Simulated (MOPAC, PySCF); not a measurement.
C₂H₇Al, SMILES `[CH3][AlH][CH3]`, neutral singlet in the gas phase. 

Cartesian coordinates (Å):
SMILES: [CH3][AlH][CH3]
```xyz
10

C      1.7150    -0.2863    -0.0571
Al    -0.0057     0.6300     0.0148
C     -1.6880    -0.3329     0.2343
H      2.4067     0.1913    -0.7536
H      1.6239    -1.3393    -0.3277
H      2.1934    -0.2493     0.9274
H     -0.0420     2.2089    -0.0933
H     -2.2736     0.0775     1.0608
H     -2.3079    -0.2210    -0.6605
H     -1.5529    -1.4007     0.4105
```
Charge 0, multiplicity 1.

All levels are single points at this geometry (M06-2X/def2-TZVP); Pople sets use spherical d functions. Orbital energies aren't observables, and empty levels follow the basis.

| level | HOMO (eV) | LUMO (eV) | gap (eV) | dipole (D) | vertical IE, Delta-SCF (eV) |
|---|---|---|---|---|---|
| M06-2X/def2-TZVP in PySCF | -8.90 | -0.33 | 8.57 | 0.59 | 10.05 |
| PBE-D3(BJ)/def2-TZVP in PySCF | -6.47 | -1.58 | 4.89 | 0.68 | – |
| B3LYP/3-21G in PySCF | -7.34 | -0.94 | 6.41 | 0.67 | – |
| B3LYP/6-311+G** in PySCF | -7.55 | -1.10 | 6.45 | 0.58 | – |
| B3LYP/6-31G* in PySCF | -7.29 | -0.91 | 6.38 | 0.67 | 9.72 |
| B3LYP/LANL2DZ in PySCF | -7.41 | -0.93 | 6.48 | 0.61 | – |
| BP86/6-31G* in PySCF | -6.32 | -1.49 | 4.84 | 0.74 | – |
| M06-2X/6-31G* in PySCF | -8.73 | -0.25 | 8.48 | 0.62 | – |
| HF/3-21G in PySCF | -10.69 | 1.94 | 12.63 | 0.54 | – |
| HF/STO-3G in PySCF | -8.77 | 8.96 | 17.73 | 0.09 | – |
| PM3 in MOPAC | -10.42 | -1.71 | 8.71 | 0.36 | – |
| PM6 in MOPAC | -10.69 | 1.65 | 12.34 | 0.15 | – |
| PM7 in MOPAC | -10.68 | 0.34 | 11.03 | 1.71 | – |
